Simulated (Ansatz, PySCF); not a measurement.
Barrier from R1 to the saddle point P1, each structure at its B3LYP-D3(BJ)/def2-TZVP stationary point, reached from a drawn start; harmonic modes at that level show the others as minima.
R1, F3Si (SMILES F[Si](F)F) (charge 0, multiplicity 2):
| atom | x (Å) | y (Å) | z (Å) |
|---|---|---|---|
| Si | 0.0000 | 0.0000 | 0.4265 |
| F | 1.4830 | 0.0000 | -0.1422 |
| F | -0.7415 | 1.2843 | -0.1422 |
| F | -0.7415 | -1.2843 | -0.1422 |
P1, F3Si, a first-order saddle point (one imaginary mode, 700i cm⁻¹) (charge 0, multiplicity 2):
```xyz
4

Si     0.000     0.000     0.000
F      1.605     0.000     0.000
F     -0.803     1.390     0.000
F     -0.803    -1.390     0.000
```

P less R. No zero-point or thermal terms; open shells are unrestricted. No path was followed down from the saddle.

Cores are frozen in the correlated methods.

Programs: Ansatz (a first-principles code); PySCF for the D3/D4 terms. No computed number here is a measurement.

Total energies in hartree:

| structure | PBE/def2-TZVPP | B3LYP-D3(BJ)/def2-TZVPP | CCSD(T)/cc-pV(Q+d)Z |
|---|---|---|---|
| R1 | -588.883648 | -589.336275 | -588.530188 |
| P1 | -588.838407 | -589.284098 | -588.468262 |

Q: Work out the barrier height at each level in eV (1 hartree = 27.21139 eV), and say how far PBE/def2-TZVPP lies from CCSD(T)/cc-pV(Q+d)Z.

A: 
- PBE/def2-TZVPP: (-588.838407) − (-588.883648) = 0.045241 hartree = 1.231 eV
- B3LYP-D3(BJ)/def2-TZVPP: (-589.284098) − (-589.336275) = 0.052177 hartree = 1.420 eV
- CCSD(T)/cc-pV(Q+d)Z: (-588.468262) − (-588.530188) = 0.061926 hartree = 1.685 eV
PBE/def2-TZVPP less CCSD(T)/cc-pV(Q+d)Z: -0.454 eV. CCSD(T)/cc-pV(Q+d)Z is the level counted from, the highest shown, and no exact or measured value.
